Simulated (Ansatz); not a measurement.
Ansatz (an electronic-structure program) input:

Ansatz 0.2 input:
```yaml
crystal:
  periodic: [false, false, false]
  atoms:
    - {symbol: C, position_ang: [-2.87677779, 0.63178775, -0.83436477]}
    - {symbol: C, position_ang: [-1.67250654, 1.10125606, -0.52969952]}
    - {symbol: C, position_ang: [-0.39526307, 0.47428703, -0.95887656]}
    - {symbol: Se, position_ang: [0.49258972, -0.36034987, 0.61251816]}
    - {symbol: C, position_ang: [2.28161885, -0.51710694, -0.17997099]}
    - {symbol: H, position_ang: [-3.00019241, -0.25745745, -1.44200660]}
    - {symbol: H, position_ang: [-3.77880138, 1.11890290, -0.48819246]}
    - {symbol: H, position_ang: [-1.58180035, 1.98535009, 0.09390333]}
    - {symbol: H, position_ang: [-0.55427294, -0.29370151, -1.71354028]}
    - {symbol: H, position_ang: [0.30737351, 1.21741184, -1.33635089]}
    - {symbol: H, position_ang: [2.91934701, -0.97557097, 0.57299341]}
    - {symbol: H, position_ang: [2.24930784, -1.15222848, -1.06244327]}
    - {symbol: H, position_ang: [2.66855951, 0.46784607, -0.43250966]}
basis:
  gaussian:
    orbitals: STO-3G
hamiltonian:
  xc: {name: PBE0}
```

Predict the final energy.

-2529.81092 Eh (PBE0/STO-3G). The basis has 46 functions.
